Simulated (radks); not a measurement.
Values are calculated unless marked as measured or tabulated.
Numerical settings for the holmium ion Ho3+, [Xe] 4f10. Code: a radial shooting solver on a logarithmic mesh with Libxc functionals. Model: scalar-relativistic Kohn-Sham, r2SCAN, spin-polarised, spherical densities, finite nucleus; open shells are filled with parallel spins first (spin-orbit coupling, left out, can overturn this in heavy ions); meta-GGA in the generalised Kohn-Sham scheme; Fermi nuclear charge, rms radius 5.2022 fm. The defaults (mesh step 0.008 in ln r, mesh end at 40 bohr or more with all orbitals vanishing there, Anderson mixing 0.5 over 9 steps, residual threshold near 1e-9 with the energy settled to 1e-9 hartree or 1e-11 of itself, here a cap of 76 iterations) give E = -12615.005 hartree and 4f at -32.416 eV in 12 iterations. Run on one thread of a shared host, so times are rough (Arm Neoverse N1): 0.3 s of CPU time, 0.3 s wall, 12 iterations on 2213 mesh points. Changes against that run (0 stands for a change within the tolerance of the run):

setting	iterations	converged	E (mhartree)	e(4f) (meV)	CPU (s)
mesh step in ln r 0.05	12	yes	-4.14	+0.168	0.07
mesh step in ln r 0.12	4	no	diverged	-	0.02
mesh step in ln r 0.2	2	no	diverged	-	0.01
mesh end (bohr) 1	10	level above zero	+2e+05	+3.04e+05	0.19
mesh end (bohr) 8	12	yes	0	+0.00883	0.29
residual threshold 1e-13	54	yes	0	-0.0278	0.73
residual threshold 0.001	11	yes	0	-0.0056	0.28
mixing 0.01	17	yes	0	-0.0201	0.41
linear mixing, mixing 0.5	22	yes	0	-0.0311	0.47
linear mixing, mixing 0.2	62	yes	+0.0013	-0.0335	1.2
mixing history 2	18	yes	0	-0.0251	0.41
iteration cap 5	5	no	+9.01	+313	0.14

Settled on a wrong energy, with an occupied level pushed above zero by the early mesh end: mesh end (bohr) 1 (+200 hartree). Apart from these: settings that end as converged yet miss the energy by more than 1 mhartree: mesh step in ln r 0.05 (-0.00414 hartree). A mesh that ends early acts as a hard wall.
